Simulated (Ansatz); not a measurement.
Single points on `CN(C)c1ccc(-c2ccc(-c3ccc(-c4ccc(C#N)s4)s3)s2)s1`.

```yaml
crystal:
  periodic: [false, false, false]
  atoms:
    - {symbol: C, position_ang: [-7.204589, 1.204657, 0.429422]}
    - {symbol: N, position_ang: [-6.634346, 0.116292, -0.338648]}
    - {symbol: C, position_ang: [-7.464768, -1.014896, -0.702288]}
    - {symbol: C, position_ang: [-5.272887, -0.053009, -0.366460]}
    - {symbol: C, position_ang: [-4.536631, -1.144312, -0.843420]}
    - {symbol: C, position_ang: [-3.137715, -0.939537, -0.750282]}
    - {symbol: C, position_ang: [-2.768057, 0.281370, -0.190974]}
    - {symbol: C, position_ang: [-1.463164, 0.824430, 0.063798]}
    - {symbol: C, position_ang: [-1.103899, 2.102210, 0.509813]}
    - {symbol: C, position_ang: [0.289728, 2.283279, 0.649433]}
    - {symbol: C, position_ang: [1.038509, 1.152461, 0.311662]}
    - {symbol: C, position_ang: [2.467403, 0.988308, 0.327925]}
    - {symbol: C, position_ang: [3.452905, 1.957810, 0.554111]}
    - {symbol: C, position_ang: [4.766566, 1.445774, 0.502519]}
    - {symbol: C, position_ang: [4.826701, 0.075636, 0.232678]}
    - {symbol: C, position_ang: [5.976461, -0.780379, 0.100833]}
    - {symbol: C, position_ang: [6.023433, -2.153664, -0.172836]}
    - {symbol: C, position_ang: [7.334602, -2.673340, -0.230055]}
    - {symbol: C, position_ang: [8.315171, -1.705538, -0.001297]}
    - {symbol: C, position_ang: [9.718872, -1.863804, 0.015640]}
    - {symbol: N, position_ang: [10.889555, -1.990101, 0.030603]}
    - {symbol: S, position_ang: [7.591144, -0.134130, 0.288847]}
    - {symbol: S, position_ang: [3.207509, -0.575997, 0.054934]}
    - {symbol: S, position_ang: [-0.028101, -0.154451, -0.179014]}
    - {symbol: S, position_ang: [-4.207507, 1.208613, 0.239429]}
    - {symbol: H, position_ang: [-6.697896, 2.160221, 0.173384]}
    - {symbol: H, position_ang: [-8.275613, 1.315327, 0.175455]}
    - {symbol: H, position_ang: [-7.114161, 1.056685, 1.532765]}
    - {symbol: H, position_ang: [-8.521321, -0.691692, -0.750800]}
    - {symbol: H, position_ang: [-7.179008, -1.399274, -1.703871]}
    - {symbol: H, position_ang: [-7.385555, -1.859574, 0.023034]}
    - {symbol: H, position_ang: [-4.994074, -2.055030, -1.247078]}
    - {symbol: H, position_ang: [-2.394555, -1.676565, -1.087912]}
    - {symbol: H, position_ang: [-1.847834, 2.883412, 0.720453]}
    - {symbol: H, position_ang: [0.751765, 3.218105, 0.994512]}
    - {symbol: H, position_ang: [3.214430, 3.013141, 0.740187]}
    - {symbol: H, position_ang: [5.667380, 2.058335, 0.650533]}
    - {symbol: H, position_ang: [5.117744, -2.756857, -0.325621]}
    - {symbol: H, position_ang: [7.581803, -3.723904, -0.431406]}
basis:
  gaussian: {orbitals: def2-TZVP, fitting: {mean_field: def2-universal-jkfit}, initial_orbitals: start.molden}
hamiltonian: {xc: pbe, dispersion: d4}
scf: {omitted_lower_state_checks: [starts]}
output: {forces: true, orbitals: {seedname: orbitals}}
```

The file start.molden holds the orbitals of an earlier run on this structure, at another level or in another basis.

```sh
$ ansatz run in.yaml --threads 2 --pin off --events-out ev --progress --plain --max-ram 32768MiB --backend cuda --devices 0, --max-vram 18GiB
```

Shortened log:

```
Functional definition: PBE
  name "PBE"
  cite "Perdew, Burke & Ernzerhof, Phys. Rev. Lett. 77, 3865 (1996) doi:10.1103/PhysRevLett.77.3865"
  parent pbe
  parameter kappa = 0.804
  parameter beta = 0.06672455060314922
  exchange = pbe_x(kappa = kappa, mu = beta*pi^2/3)
  correlation = pbe_c(beta = beta)
these checks for a lower state are left out or cut short: starts
2343 factors; integrals over basis functions are off by at most 4.3e-1 eV
mean field evaluation 1: about -66213.5668 eV, gradient 2.3e1 eV
mean field evaluation 2: about -66214.0624 eV, gradient 6.2e-1 eV
mean field evaluation 4: about -66214.0622 eV, gradient 1.1e-2 eV
mean field -66214.06216790 eV, -2433.3219031670 hartree, gradient 2.4e-5 eV, S^2 0.000000; 0 other end points of the search recorded, 0 dependent functions left out
the calculation of the forces begins
reference -66214.06225900 eV, -2433.3219065148 hartree; 103, 103 occupied and 780, 780 virtual orbitals, 2343 factors
Total energy: -66215.79451803 eV, -2433.3855658601 hartree
Atom 0 at    -7.204589     1.204657     0.429422 Å, force    -0.118790     0.239530     0.164883 eV/Å
Atom 1 at    -6.634346     0.116292    -0.338648 Å, force     0.144356     0.001314    -0.076740 eV/Å
Atom 2 at    -7.464768    -1.014896    -0.702288 Å, force    -0.194247    -0.247320    -0.072872 eV/Å
Atom 3 at    -5.272887    -0.053009    -0.366460 Å, force     0.145029    -0.090697     0.016468 eV/Å
Atom 4 at    -4.536631    -1.144312    -0.843420 Å, force    -0.034178     0.104111     0.023029 eV/Å
Atom 5 at    -3.137715    -0.939537    -0.750282 Å, force     0.020165     0.132239     0.076106 eV/Å
Atom 6 at    -2.768057     0.281370    -0.190974 Å, force    -0.060402    -0.094426    -0.051472 eV/Å
Atom 7 at    -1.463164     0.824430     0.063798 Å, force     0.035790     0.073343     0.024622 eV/Å
Atom 8 at    -1.103899     2.102210     0.509813 Å, force     0.000521    -0.115574    -0.034640 eV/Å
Atom 9 at     0.289728     2.283279     0.649433 Å, force     0.025048    -0.108588    -0.036945 eV/Å
Atom 10 at     1.038509     1.152461     0.311662 Å, force    -0.070918     0.075411     0.016254 eV/Å
Atom 11 at     2.467403     0.988308     0.327925 Å, force     0.069292     0.043942     0.022863 eV/Å
Atom 12 at     3.452905     1.957810     0.554111 Å, force    -0.020435    -0.096168    -0.017644 eV/Å
Atom 13 at     4.766566     1.445774     0.502519 Å, force    -0.041296    -0.109674    -0.031807 eV/Å
Atom 14 at     4.826701     0.075636     0.232678 Å, force    -0.025254     0.080501     0.023496 eV/Å
Atom 15 at     5.976461    -0.780379     0.100833 Å, force     0.036624    -0.066492    -0.011008 eV/Å
Atom 16 at     6.023433    -2.153664    -0.172836 Å, force     0.042691     0.091007     0.021521 eV/Å
Atom 17 at     7.334602    -2.673340    -0.230055 Å, force     0.069520     0.107875     0.022358 eV/Å
Atom 18 at     8.315171    -1.705538    -0.001297 Å, force    -0.102346    -0.054459    -0.013630 eV/Å
Atom 19 at     9.718872    -1.863804     0.015640 Å, force     0.518122    -0.076726     0.003592 eV/Å
Atom 20 at    10.889555    -1.990101     0.030603 Å, force    -0.844742     0.092530    -0.010266 eV/Å
Atom 21 at     7.591144    -0.134130     0.288847 Å, force    -0.129270    -0.384729    -0.084146 eV/Å
Atom 22 at     3.207509    -0.575997     0.054934 Å, force     0.145467     0.394622     0.073486 eV/Å
Atom 23 at    -0.028101    -0.154451    -0.179014 Å, force    -0.046036     0.405460     0.127775 eV/Å
Atom 24 at    -4.207507     1.208613     0.239429 Å, force     0.070192    -0.354574    -0.170563 eV/Å
Atom 25 at    -6.697896     2.160221     0.173384 Å, force    -0.125115    -0.274972     0.054026 eV/Å
Atom 26 at    -8.275613     1.315327     0.175455 Å, force     0.289270    -0.056292     0.054675 eV/Å
Atom 27 at    -7.114161     1.056685     1.532765 Å, force    -0.023096     0.010014    -0.297170 eV/Å
Atom 28 at    -8.521321    -0.691692    -0.750800 Å, force     0.294964    -0.064381     0.024229 eV/Å
Atom 29 at    -7.179008    -1.399274    -1.703871 Å, force    -0.053739     0.123098     0.267011 eV/Å
Atom 30 at    -7.385555    -1.859574     0.023034 Å, force    -0.016435     0.230559    -0.164405 eV/Å
Atom 31 at    -4.994074    -2.055030    -1.247078 Å, force     0.118195     0.257159     0.118052 eV/Å
Atom 32 at    -2.394555    -1.676565    -1.087912 Å, force    -0.224019     0.209991     0.092776 eV/Å
Atom 33 at    -1.847834     2.883412     0.720453 Å, force     0.221190    -0.219623    -0.061232 eV/Å
Atom 34 at     0.751765     3.218105     0.994512 Å, force    -0.132287    -0.267783    -0.097135 eV/Å
Atom 35 at     3.214430     3.013141     0.740187 Å, force     0.069495    -0.299640    -0.055262 eV/Å
Atom 36 at     5.667380     2.058335     0.650533 Å, force    -0.259755    -0.166195    -0.039992 eV/Å
Atom 37 at     5.117744    -2.756857    -0.325621 Å, force     0.271477     0.169525     0.042405 eV/Å
Atom 38 at     7.581803    -3.723904    -0.431406 Å, force    -0.065049     0.306081     0.057304 eV/Å
Dipole moment:    -2.648926     0.285017    -0.006351 e Å
Checks for a lower state left out: starts
```

Hardware: 2 threads of AMD EPYC 7R13 on a shared host and a share (18 GiB) of an NVIDIA H100 80GB HBM3. Wall time 15 s.

The first input with `hamiltonian: {xc: pbe0, dispersion: d4}`, `output: {orbitals: {seedname: orbitals}}` (abridged; 19 s):

```
Functional definition: PBE0
mean field -66218.51406334 eV, -2433.4855073067 hartree, gradient 1.6e-5 eV, S^2 0.000000
Total energy: -66220.00596971 eV, -2433.5403338546 hartree
Checks for a lower state left out: starts
```

First input, but with `gaussian: {orbitals: def2-SVP, fitting: {mean_field: def2-universal-jkfit}, initial_orbitals: start.molden}`, `hamiltonian: {xc: pbe0, dispersion: d4}`, `output: {orbitals: {seedname: orbitals}}` (abridged; 9.5 s):

```
Functional definition: PBE0
mean field -66179.33269173 eV, -2432.0456184581 hartree, gradient 1.1e-5 eV, S^2 0.000000
Total energy: -66180.82458742 eV, -2432.1004446138 hartree
Checks for a lower state left out: starts
```

The first input with `hamiltonian: {xc: {name: BHLYP}, dispersion: d4}`, `output: {orbitals: {seedname: orbitals}}` (abridged; 15 s):

```
Functional definition: BHLYP
mean field -66245.26082498 eV, -2434.4684326675 hartree, gradient 2.3e-5 eV, S^2 0.000000
Total energy: -66247.36342505 eV, -2434.5457017947 hartree
Checks for a lower state left out: starts
```

First input, but with `hamiltonian: {xc: r2scan, dispersion: d4}`, `output: {orbitals: {seedname: orbitals}}` (abridged; 18 s):

```
Functional definition: r2SCAN
mean field -66245.22777230 eV, -2434.4672180039 hartree, gradient 1.7e-5 eV, S^2 0.000000
Total energy: -66245.70837532 eV, -2434.4848798389 hartree
Checks for a lower state left out: starts
```

Geometry: PBE-D4/def2-SVP.

Single mean-field runs in def2-SVP, def2-TZVP are fitted with def2-universal-jkfit.
